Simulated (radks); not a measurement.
Problem. These are the eigenvalues of the occupied orbitals of an atom or ion with whole-number occupations (eV). All-electron calculation, scalar-relativistic Kohn-Sham, BLYP, spin-polarised, spherical densities, point nucleus. Program: a radial shooting solver on a logarithmic mesh with Libxc functionals.

orbital  eigenvalue
1s up     -13376.98
1s down   -13376.68
2s up     -1790.736
2s down   -1789.495
2p up     -1586.329
2p down   -1585.243
3s up     -290.8785
3s down   -288.8690
3p up     -226.1847
3p down   -224.1500
3d up     -119.3571
3d down   -117.1899
4s up      -58.9467
4s down    -55.6655
4p up      -43.7728

Which element is it, and in what charge state? The configuration may be excited. Open shells, if any, are filled with parallel spins first.

Solution. Z = 35, bromine, charge +3: Br3+ in [Ar] 3d9 4s2 4p3. The list shows which subshells hold electrons but not how many an open one holds; the 1s level, -491.59 hartree, gives Z - s = 31.4 by -(Z - s)^2/2, which with screening and relativity narrows Z to a few neighbours, and the depths of the outer levels then fix element, charge and occupations together.
